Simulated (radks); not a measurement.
Results of a calculation; reference values are marked as such.
Numerical settings for the tin ion Sn2+, [Kr] 4d10 5s2. Level of theory: Dirac Kohn-Sham, LDA (Slater exchange, Perdew-Wang correlation), spin-unpolarised, spherical densities, finite nucleus; Fermi nuclear charge, rms radius 4.6519 fm (a radial shooting solver on a logarithmic mesh with Libxc functionals). The defaults (mesh step 0.008 in ln r, mesh end at 40 bohr or more with all orbitals vanishing there, Anderson mixing 0.5 over 9 steps, residual threshold near 1e-9 with the energy settled to 1e-9 hartree or 1e-11 of itself, here a cap of 61 iterations) give E = -6172.7163 hartree and 5s1/2 at -26.523 eV in 14 iterations. Times are rough (one thread of a shared host). Changes against that run (0 stands for a change within the tolerance of the run):

setting                    iterations  converged  E (mhartree)  e(5s1/2) (meV)  CPU (s)
mesh step in ln r 0.03             14        yes      +0.00167               0     0.03
mesh step in ln r 0.08              2         no      diverged               -     0.01
mesh step in ln r 0.02             14        yes             0               0     0.05
mesh end (bohr) 5                  14        yes         +12.2            +360     0.09
mesh end (bohr) 3                  14        yes          +724       +1.15e+04     0.09
residual threshold 0.01             9        yes             0           -1.13     0.08
residual threshold 1e-13           23        yes             0               0     0.14
mixing 2.5                         14        yes             0               0     0.11
linear mixing, mixing 1            61         no     +2.25e+04       -8.06e+04     0.94
linear mixing, mixing 0.2          61         no             0        -0.00302     0.32
mixing history 3                   16        yes             0               0     0.11
iteration cap 8                     8         no             0           -1.13     0.06

Settings that end as converged yet miss the energy by more than 1 mhartree: mesh end (bohr) 5 (+0.0122 hartree); mesh end (bohr) 3 (+0.724 hartree). A mesh that ends early acts as a hard wall.
